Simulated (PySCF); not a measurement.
C₃H₇NSi, SMILES C(#C)CN[SiH3].

Geometry: PBE-D3(BJ)/def2-SVP. Other conformers were not sampled.

Calculation: PBE-D3(BJ)/def2-SVP run with PySCF 2.14.0.

Frequencies are harmonic and unscaled.

```
mode  ν (cm⁻¹)  IR (km/mol)  moving atoms (share of kinetic energy)
----  --------  -----------  --------------------------------------
1           56          0.1         C 38 %, Si 25 %, H 25 %, N 12 %
2          110          0.7                          H 88 %, C 10 %
3          203          1.9                  C 38 %, H 35 %, N 24 %
4          240          2.0         C 41 %, H 26 %, N 21 %, Si 11 %
5          323          4.5                          C 61 %, H 37 %
6          487         89.7                          H 77 %, C 15 %
7          532         29.4                  C 50 %, N 25 %, H 20 %
8          638         36.7                          H 79 %, C 21 %
9          660         42.7                  H 72 %, C 15 %, Si 9 %
10         665         20.5                          H 77 %, C 14 %
11         681         43.8            H 73 %, Si 9 %, N 9 %, C 9 %
12         765         28.0         H 35 %, N 31 %, Si 20 %, C 14 %
13         872         91.2                                  H 93 %
14         916         16.5                          C 78 %, H 19 %
15         933        137.4                                  H 90 %
16         947        141.8                                  H 91 %
17         949          3.8                   H 57 %, C 32 %, N 9 %
18        1110         91.3                  N 43 %, C 40 %, H 17 %
19        1189         14.9                                  H 93 %
20        1303         19.2                          H 76 %, C 21 %
21        1365         35.9                          H 77 %, N 16 %
22        1384          6.0                                  H 94 %
23        2118        131.2                                  H 96 %
24        2156          0.9                           C 91 %, H 9 %
25        2164         85.0                                  H 98 %
26        2178        120.8                                  H 96 %
27        2942         28.5                                  H 94 %
28        2986          6.0                           H 91 %, C 9 %
29        3406         65.2                          H 86 %, C 14 %
30        3492         15.7                                  H 93 %
```
